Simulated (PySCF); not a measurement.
Isomers of C6H14OSi2, mass 158.058 u with the commonest isotopes. Theory: PBE0/pcSseg-1 in PySCF (dipole) on a GFN2-xTB geometry, gas phase. One conformer each, none proved a minimum here; rigid rotors.

Question: Order these by radius of gyration √(Σ m r²/M), largest first.
A. `[CH2:1]=[CH:2][CH2:3][C@:4]1([CH3:5])[CH2:6][SiH2:7][O:8][SiH2:9]1` with C1–C2–C3–C4 120°, C2–C3–C4–C5 -61°, C3–C4–C6–Si7 -156°, C4–C6–Si7–O8 25°, C6–Si7–O8–Si9 -6°, Si7–O8–Si9–C4 -10°
B. `[CH3:1][CH2:2][CH2:3][Si@H:4]1[O:5][SiH2:6][CH:7]=[C:8]1[CH3:9]` with C1–C2–C3–Si4 -179°, C2–C3–Si4–O5 171°
C. `[CH3:1][C:2](=[O:3])[C@@H:4]1[CH2:5][C@@:6]1([SiH3:7])[CH2:8][SiH3:9]` with C1–C2–C4–C5 -132°, C5–C6–C8–Si9 142°
D. `[CH3:1][C@@H:2]1[CH2:3][CH2:4][C@H:5]2[SiH2:6][O:7][SiH2:8][C@@H:9]12` with C1–C2–C3–C4 -163°, C2–C3–C4–C5 43°, C3–C4–C5–Si6 -150°, C4–C5–Si6–O7 115°
E. `[CH2:1]=[CH:2][Si:3]1([O:4][CH2:5][CH3:6])[CH2:7][SiH2:8][CH2:9]1` with C1–C2–Si3–O4 -172°, C2–Si3–O4–C5 -63°, Si3–O4–C5–C6 -162°
F. `[CH3:1][C:2]#[C:3][SiH2:4][C@@H:5]([SiH3:6])[CH2:7][CH2:8][OH:9]` with C3–Si4–C5–Si6 160°, Si4–C5–C7–C8 64°, C5–C7–C8–O9 -86°, C7–C8–O9–H 74°
G. `[OH:1][CH2:2][CH2:3][C@@H:4]1[CH2:5][SiH2:6][CH:7]=[C:8]1[SiH3:9]` with H–O1–C2–C3 57°, O1–C2–C3–C4 175°, C2–C3–C4–C5 64°, C3–C4–C5–Si6 -107°, C4–C5–Si6–C7 -13°, C5–Si6–C7–C8 8°, C3–C4–C8–C7 113°

Answer: F (2.581 Å), B (2.462 Å), E (2.391 Å), G (2.332 Å), A (2.293 Å), C (2.268 Å), D (2.158 Å).

Question: Order these by rotational constant B, largest first.
A. `[CH3:1][C:2](=[O:3])[C@@H:4]1[CH2:5][C@@:6]1([SiH3:7])[CH2:8][SiH3:9]` with C1–C2–C4–C5 -132°, C5–C6–C8–Si9 142°
B. `[CH2:1]=[CH:2][CH2:3][C@:4]1([CH3:5])[CH2:6][SiH2:7][O:8][SiH2:9]1` with C1–C2–C3–C4 120°, C2–C3–C4–C5 -61°, C3–C4–C6–Si7 -156°, C4–C6–Si7–O8 25°, C6–Si7–O8–Si9 -6°, Si7–O8–Si9–C4 -10°
C. `[CH3:1][C:2]#[C:3][SiH2:4][C@@H:5]([SiH3:6])[CH2:7][CH2:8][OH:9]` with C3–Si4–C5–Si6 160°, Si4–C5–C7–C8 64°, C5–C7–C8–O9 -86°, C7–C8–O9–H 74°
D. `[OH:1][CH2:2][CH2:3][C@@H:4]1[CH2:5][SiH2:6][CH:7]=[C:8]1[SiH3:9]` with H–O1–C2–C3 57°, O1–C2–C3–C4 175°, C2–C3–C4–C5 64°, C3–C4–C5–Si6 -107°, C4–C5–Si6–C7 -13°, C5–Si6–C7–C8 8°, C3–C4–C8–C7 113°
E. `[CH2:1]=[CH:2][Si:3]1([O:4][CH2:5][CH3:6])[CH2:7][SiH2:8][CH2:9]1` with C1–C2–Si3–O4 -172°, C2–Si3–O4–C5 -63°, Si3–O4–C5–C6 -162°
F. `[CH3:1][CH2:2][CH2:3][Si@H:4]1[O:5][SiH2:6][CH:7]=[C:8]1[CH3:9]` with C1–C2–C3–Si4 -179°, C2–C3–Si4–O5 171°

Answer: D (1032 MHz), A (846.3 MHz), E (805.0 MHz), B (732.8 MHz), F (678.4 MHz), C (628.5 MHz).

Question: Order these by out-of-plane moment Σ m c² = (Ia + Ib − Ic)/2, largest first.
A. `[CH3:1][CH2:2][CH2:3][Si@H:4]1[O:5][SiH2:6][CH:7]=[C:8]1[CH3:9]` with C1–C2–C3–Si4 -179°, C2–C3–Si4–O5 171°
B. `[CH2:1]=[CH:2][Si:3]1([O:4][CH2:5][CH3:6])[CH2:7][SiH2:8][CH2:9]1` with C1–C2–Si3–O4 -172°, C2–Si3–O4–C5 -63°, Si3–O4–C5–C6 -162°
C. `[CH3:1][C:2](=[O:3])[C@@H:4]1[CH2:5][C@@:6]1([SiH3:7])[CH2:8][SiH3:9]` with C1–C2–C4–C5 -132°, C5–C6–C8–Si9 142°
D. `[CH3:1][C:2]#[C:3][SiH2:4][C@@H:5]([SiH3:6])[CH2:7][CH2:8][OH:9]` with C3–Si4–C5–Si6 160°, Si4–C5–C7–C8 64°, C5–C7–C8–O9 -86°, C7–C8–O9–H 74°
E. `[OH:1][CH2:2][CH2:3][C@@H:4]1[CH2:5][SiH2:6][CH:7]=[C:8]1[SiH3:9]` with H–O1–C2–C3 57°, O1–C2–C3–C4 175°, C2–C3–C4–C5 64°, C3–C4–C5–Si6 -107°, C4–C5–Si6–C7 -13°, C5–Si6–C7–C8 8°, C3–C4–C8–C7 113°
F. `[CH2:1]=[CH:2][CH2:3][C@:4]1([CH3:5])[CH2:6][SiH2:7][O:8][SiH2:9]1` with C1–C2–C3–C4 120°, C2–C3–C4–C5 -61°, C3–C4–C6–Si7 -156°, C4–C6–Si7–O8 25°, C6–Si7–O8–Si9 -6°, Si7–O8–Si9–C4 -10°
G. `[CH3:1][C@@H:2]1[CH2:3][CH2:4][C@H:5]2[SiH2:6][O:7][SiH2:8][C@@H:9]12` with C1–C2–C3–C4 -163°, C2–C3–C4–C5 43°, C3–C4–C5–Si6 -150°, C4–C5–Si6–O7 115°

Answer: C (120.36 u·Å²), E (88.73 u·Å²), B (67.32 u·Å²), F (61.96 u·Å²), D (55.25 u·Å²), A (39.06 u·Å²), G (30.48 u·Å²).

| SMILES | point group | Ia (u·Å²) | Ib (u·Å²) | Ic (u·Å²) | κ | μa (D) | μb (D) | μc (D) |
| --- | --- | --- | --- | --- | --- | --- | --- | --- |
| OCC[C@@H]1C[SiH2]C=C1[SiH3] | C1 | 458.30 | 489.74 | 770.58 | 0.68 | 0.70 | 0.67 | 1.69 |
| C[C@@H]1CC[C@H]2[SiH2]O[SiH2][C@@H]12 | C1 | 273.20 | 493.56 | 705.79 | -0.46 | 1.88 | 0.82 | 0.57 |
| C=CC[C@]1(C)C[SiH2]O[SiH2]1 | C1 | 203.51 | 689.65 | 769.23 | -0.92 | 1.09 | 1.33 | 0.25 |
| CCC[Si@H]1O[SiH2]C=C1C | C1 | 252.19 | 744.94 | 919.01 | -0.82 | 0.79 | 1.61 | 0.53 |
| CC(=O)[C@@H]1C[C@@]1([SiH3])C[SiH3] | C1 | 336.56 | 597.13 | 692.98 | -0.70 | 0.31 | 2.98 | 2.06 |
| C=C[Si]1(OCC)C[SiH2]C1 | C1 | 343.29 | 627.81 | 836.45 | -0.54 | 0.87 | 0.91 | 0.87 |
| CC#C[SiH2][C@@H]([SiH3])CCO | C1 | 304.09 | 804.15 | 997.73 | -0.79 | 1.21 | 0.77 | 1.79 |
